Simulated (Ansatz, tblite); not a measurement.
Cost and result up the ladder for TaS(OSiH3)3 (TaSi₃SO₃H₉) (17 atoms). Total charge 0; singlet. Geometry: r2SCAN-D4/def2-SVP.

Cartesian coordinates in Å:
```
Ta 0.075 -0.130 0.273
S 0.577 -1.030 2.200
O 1.204 -0.884 -1.055
Si 2.396 -1.865 -1.715
H 3.111 -2.582 -0.622
H 3.345 -1.005 -2.476
H 1.749 -2.841 -2.636
O 0.352 1.745 0.399
Si 0.770 3.210 1.105
H 1.098 2.994 2.541
H -0.385 4.142 0.974
H 1.950 3.764 0.383
O -1.748 -0.509 -0.106
Si -3.291 -1.123 0.137
H -3.327 -1.882 1.419
H -3.627 -2.021 -1.004
H -4.251 0.015 0.184
```

Ansatz on 2 threads of AMD EPYC 7R13 on a shared host and a share (18 GiB) of an NVIDIA H100 80GB HBM3; xTB runs through tblite on one thread. Times are rough, summed over both states, and most runs start from the orbitals of an earlier one. PBE0-D4/def2-TZVP serves as the yardstick here, not as an exact answer. The other state is a triplet.

In the def2 sets Ta takes a core potential; there is no spin–orbit coupling. The xTB rows come from tblite.

xTB has no spin-polarisation term.

```csv
level,functions,vertical triplet (eV),difference from PBE0-D4/def2-TZVP (eV)
PBE0-D4/def2-TZVP,335,3.90,0.00
GFN1-xTB,75,3.53,-0.37
PBE-D4/def2-TZVP,335,4.11,0.21
GFN2-xTB,66,3.37,-0.53
r2SCAN-D4/def2-TZVP,335,4.05,0.15
```

Q: Estimate how long each takes.

A: GFN2-xTB 0.043 s; GFN1-xTB 0.059 s; PBE-D4/def2-TZVP 31 s; r2SCAN-D4/def2-TZVP 35 s; PBE0-D4/def2-TZVP 43 s. On shared hardware such times vary by a factor of up to 3.
